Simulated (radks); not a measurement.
Question: All-electron atom: the scandium ion Sc6+ in [Ne] 3s2 3p3. Method: scalar-relativistic Kohn-Sham, BLYP, spin-polarised, spherical densities, finite nucleus; open shells are filled with parallel spins first; Fermi nuclear charge, rms radius 3.5459 fm; computed with a radial shooting solver on a logarithmic mesh with Libxc functionals. Some entries of the table are withheld. Estimate them.

orbital,occ.,eigenvalue (Ry),<r> (bohr)
1s up,1,-331.5741,0.07304
1s down,1,-331.4805,0.07302
2s up,1,-42.78057,0.3426
2s down,1,-42.70196,0.3423
2p up,3,-36.53022,0.3062
2p down,3,-36.41727,0.3061
3s up,1,-10.96482,0.9837
3s down,1,-10.52365,0.9912
3p up,3,(1),1.016
3p down,0,(2),1.028
3d up,0,-6.72647,(3)
3d down,0,-6.35664,(4)
4s up,0,-4.50718,2.136
4s down,0,-4.42455,2.172

Answer: 
(1) 3p up eigenvalue (Ry): -9.27266
(2) 3p down eigenvalue (Ry): -8.84742
(3) 3d up <r> (bohr): 1.048
(4) 3d down <r> (bohr): 1.067
